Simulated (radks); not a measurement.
Question: The mean radii <r> (bohr) of the occupied orbitals of an atom or ion are listed with their occupations. All-electron calculation, Dirac Kohn-Sham, LDA (Slater exchange, Perdew-Wang correlation), spin-unpolarised, spherical densities, finite nucleus; Fermi nuclear charge, rms radius of each element as measured or else 0.836 A^(1/3) + 0.57 fm. Program: a radial shooting solver on a logarithmic mesh with Libxc functionals.

| orbital | occ. | <r> |
|---|---|---|
| 1s1/2 | 2 | 0.3306 |
| 2s1/2 | 1 | 1.646 |

Name the element and its charge. Open shells, if any, fill j = l - 1/2 first.

Answer: Z = 5, boron, charge +2: B2+ in [He] 2s1. The 1s radius gives Z: for a bare nucleus <r> = (2 gamma + 1)/(2Z) with gamma = sqrt(1 - (Z/c)^2), 0.2999 bohr for Z = 5, and screening makes it slightly larger (0.3306 here). The occupations add up to 3, and the charge is Z minus that.
